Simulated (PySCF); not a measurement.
Molecule: SMILES N[Si@@H](O[SiH3])[SiH2]O, H9NO2Si3.

Bonds (- single, = double, # triple, : aromatic): N1-Si2, Si2-O3, O3-Si4, Si2-Si5, Si5-O6. N1 carries H7, H8; Si2 carries H9; Si4 carries H10, H11, H12; Si5 carries H13, H14; O6 carries H15. Stereochemistry as in N[Si@@H](O[SiH3])[SiH2]O. H14 is pro-R; H13 is pro-S.

Frames of a GFN2-xTB Langevin trajectory at 200 K; GIAO PBE0/pcSseg-1 shieldings in PySCF 2.14, gas phase, non-relativistic; equivalent atoms averaged within each frame.

Shifts are taken against calculated references (same method and geometry level): NH3 for ¹⁵N (σ = 267.73 ppm); TMS for ²⁹Si (σ = 349.16 ppm) and ¹H (σ = 31.72 ppm); ¹⁷O (σ = 336.08 ppm) against H2O. The references are static minima.

Problem. How do the shifts (ppm) fluctuate along the trajectory?

Solution. 
```
         time (fs)    N1    Si5    Si2    Si4    O3     O6    H9   H14  H10/H11/H12   H13
optimised geometry  23.0  -28.8  -18.4  -46.8  24.6   -7.0  5.86  5.59         5.14  5.17
               250  31.0  -21.8  -30.8  -57.9  50.0   -7.8  6.12  5.25         5.20  5.01
               425  16.5  -34.1  -18.0  -40.2  16.4  -12.8  6.77  5.93         5.33  4.61
               625  29.8  -33.4  -13.5  -38.2  30.2  -26.5  6.17  5.87         5.19  5.43
               800  34.1  -43.3  -23.1  -48.0  34.7  -10.2  6.78  5.57         4.90  5.61
              1000  32.7  -32.5  -21.7  -44.9  28.4   -0.4  6.01  5.54         5.74  5.67
    mean of frames  28.8  -33.0  -21.4  -45.8  31.9  -11.6  6.37  5.63         5.27  5.27
standard deviation   7.1    7.6    6.4    7.8  12.2    9.6  0.38  0.28         0.30  0.45
```

5 frames give an uncertainty of the mean of about the standard deviation over 2.2 at best, since frames this close in time may not be independent; classical motion lacks zero-point vibration, and the reference would need the same averaging.
